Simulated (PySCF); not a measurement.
Cartesian coordinates (Å):
```xyz
12

C     -1.0495    -0.0172    -0.2342
C     -0.1098     1.2081    -0.0660
Si     1.3013    -0.0401    -0.0348
C     -0.1704    -1.1421     0.3776
H     -2.0353     0.0951     0.2259
H     -1.2086    -0.2139    -1.2980
H     -0.1801     1.9805    -0.8303
H     -0.2451     1.6720     0.9144
H      2.4317     0.1120     0.9252
H      1.8715    -0.3096    -1.3847
H     -0.2862    -2.1353    -0.0534
H     -0.3194    -1.2096     1.4584
```
Charge 0, spin multiplicity 1.

Question: What total energy, dipole moment, HOMO, HOMO–LUMO gap and LUMO does PBE-D3(BJ)/def2-TZVP // PBE0-D3(BJ)/def2-TZVP in PySCF give?

Answer: 
```yaml
total_energy: -11111.48 eV
dipole_moment: 0.63 D
HOMO: -6.59 eV
HOMO–LUMO gap: 6.23 eV
LUMO: -0.37 eV
```
